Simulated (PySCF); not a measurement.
Static response to an electric field

C₇H₇N.
Geometry (PBE0-D3(BJ)/def2-SVP, Å), atoms numbered from 1 in this order:
```xyz
15
C7H7N angstrom
C     -3.2615    0.6348    0.5729
C     -2.1410    0.4685   -0.1480
C     -0.8385    0.2362    0.4322
C      0.2971    0.0682   -0.2858
C      1.5830   -0.1614    0.3143
C      2.7255   -0.3306   -0.3916
C      3.9868   -0.5562    0.2220
N      5.0235   -0.7410    0.7119
H     -3.2423    0.6009    1.6666
H     -4.2283    0.8089    0.0956
H     -2.1930    0.5080   -1.2423
H     -0.7816    0.1957    1.5270
H      0.2501    0.1071   -1.3804
H      1.6287   -0.1999    1.4082
H      2.7147   -0.2979   -1.4859
```

Level: CAM-B3LYP/def2-SVPD (PySCF), static field, nuclei fixed, core orbitals frozen in the response. The polarisability tensor in these axes (au):

```
x   219.11 -26.90 -13.76
y   -26.90  58.80   1.67
z   -13.76   1.67  76.33
```

Task: Diagonalise the tensor; give its mean and Δα, where Δα² is half the sum of the squared differences of the eigenvalues.

Result: Principal values 54.39, 75.06 and 224.79 au; mean 118.08 au = 17.50 Å³ = 19.47 × 10⁻⁴⁰ C²·m²/J; Δα = 161.07 au (136 % of the mean).

Task: What is the dipole moment, and where does it point?

Result: (-5.27, 0.91, -1.22) D, 5.49 D in size, pointing from the negative to the positive side. Measured along this direction, the outermost atoms are N8 at the negative end and H10 at the positive end.

Task: Orientational against electronic polarisability at 500 K (dilute gas, rigid molecules)?

Result: In Gaussian units μ²/3kT = 145.41 Å³ against 17.50 Å³, a ratio of 8.31; the Debye molar polarisation (4π/3)N_A(α + μ²/3kT) is 411.0 cm³/mol, leaving out the vibrational part.

Task: Find the Langevin capture rate constant for H3+ (3.023 u) meeting this molecule (105.058 u), k = 2.342 × 10⁻⁹ cm³/s × √(α in Å³ / reduced mass in u).

Result: The reduced mass is 2.94 u, so k = 5.71 × 10⁻⁹ cm³/s. The formula leaves out the permanent dipole, which adds to the capture rate.

Task: Estimate the molar refractivity from the static electronic polarisability.

Result: Lorentz–Lorenz: R = (4π/3)N_A α = 2.5225 cm³/(mol·Å³) × 17.50 Å³ = 44.1 cm³/mol, in the limit of long wavelengths.

Task: Give the eigenvalues of the traceless quadrupole moment Θ = ½Σq(3rr − r²1), origin at the centre of nuclear charge.

Result: -21.38, 3.39, 17.99 D·Å. The values depend on the origin, since the dipole doesn't vanish. The electronic extent ⟨r²⟩ about the same centre is 1799 bohr², a root-mean-square distance of 3.00 Å for the 56 electrons.

The structure is a single PBE0-D3(BJ)/def2-SVP conformer in the gas phase; no vibrational or solvent corrections.
